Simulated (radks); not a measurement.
The numbers below are computed, except where a source is named.
All-electron atom: N2+ in [He] 2s2 2p1 (the NIST ground configuration). Code: a radial shooting solver on a logarithmic mesh with Libxc functionals. Model: non-relativistic Kohn-Sham, PBEsol, spin-polarised, spherical densities, point nucleus; open shells are filled with parallel spins first. Some entries of the table are withheld. Estimate them.

orbital  occ.  eigenvalue (hartree)  <r> (bohr)  r(max) (bohr)
1s up       1                   (1)         (2)         0.1488
1s down     1                   (3)         (4)         0.1487
2s up       1                   (5)       1.167         0.9559
2s down     1                   (6)       1.183         0.9641
2p up       1              -1.41173       1.128         0.8564
2p down     0              -1.32164       1.155         0.8707

Answer. 
(1) 1s up eigenvalue (hartree): -15.51392
(2) 1s up <r> (bohr): 0.2303
(3) 1s down eigenvalue (hartree): -15.48274
(4) 1s down <r> (bohr): 0.2298
(5) 2s up eigenvalue (hartree): -1.83482
(6) 2s down eigenvalue (hartree): -1.74798
